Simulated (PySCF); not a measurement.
C4H8BN, SMILES NB1CC=CC1.

Geometry optimised at PBE0-D3(BJ)/def2-SVP. This is a generated structure with no PubChem entry under its InChIKey; it may be hypothetical. One conformer was computed; it need not be the lowest.

Two levels are set side by side: PBE/def2-TZVP (PySCF) and CAM-B3LYP/def2-TZVP (PySCF). Same geometry, gas phase. Differences are taken from unrounded values.

```tsv
quantity	CAM-B3LYP
orbital gap (eV)	9.47
highest occupied level (eV)	-7.91
lowest empty level (eV)	1.56
dipole moment (D)	1.93
mean polarisability (bohr³)	65.0
```

What does PBE give, and how far is it from CAM-B3LYP? (The exact figures need the calculation; the answer reports its results.)


```csv
quantity,PBE,PBE minus CAM-B3LYP
orbital gap (eV),5.32,-4.16
highest occupied level (eV),-5.49,2.42
lowest empty level (eV),-0.18,-1.74
dipole moment (D),2.03,0.10
mean polarisability (bohr³),67.8,2.8
```

Without exact exchange PBE keeps part of each electron's self-repulsion, which lifts occupied levels and narrows the gap. Loosely held outer electrons make PBE densities more polarisable. Differences between two approximate levels are no errors against the true value.

Rough cost on one machine, each run with all the roots and properties that it gave: CAM-B3LYP against PBE within a factor of 2.
